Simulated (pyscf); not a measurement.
H₃C–C(CH₃)=C=OH⁺ → H₃C–C⁺(CH₃)–CH=O, a hydrogen shift (singlet surface; H–O broken, C–H formed). PySCF, gas phase, ωB97X-D3(BJ)/def2-SVP geometries. Energies in kJ/mol from the reactant's lowest minimum found.

Small-basis levels: PySCF, no dispersion term, spherical d functions. AM1 to PM7: differences of heats of formation from MOPAC, which are fitted to 298 K values and so differ in kind from electronic energies by zero-point and thermal terms. GFN2-xTB: tblite. Cost: rough CPU time at the saddle relative to B3LYP/6-31G*, from one job on a shared machine.

```csv
level,barrier,reaction energy,cost
HF/STO-3G,___,+25.8,0.04
HF/6-31G*,329.4,-16.6,0.08
BP86/6-31G*,195.3,-5.4,2
B3LYP/STO-3G,280.0,+33.6,0.5
B3LYP/3-21G,___,+15.1,0.7
PBE/def2-SVP,194.6,+4.2,2
GFN2-xTB,247.4,+64.7,under 0.02
AM1,282.9,-9.2,under 0.02
PM3,278.8,-20.4,under 0.02
ωB97M-D3(BJ)/def2-TZVP,___,+5.1,–
```

Task: Some entries are withheld; supply them.

Result: 
- HF/STO-3G, barrier: 435.9
- B3LYP/3-21G, barrier: 259.1
- ωB97M-D3(BJ)/def2-TZVP, barrier: 244.9

Against the last row the barrier runs from -50.2 (PBE/def2-SVP) to +191.0 kJ/mol (HF/STO-3G). ωB97M-D3(BJ)/def2-TZVP has limits of its own. H₃C–C(CH₃)=C=OH⁺ lies 142.9 kJ/mol over its isomer H₃C–CH(CH₃)–C⁺=O (electronic energy, ωB97M-D3(BJ)/def2-TZVP). H₃C–C⁺(CH₃)–CH=O lies 147.9 kJ/mol over its isomer H₃C–CH(CH₃)–C⁺=O (electronic energy, ωB97M-D3(BJ)/def2-TZVP). This is the saddle that the search found; another between the same sides may lie lower.
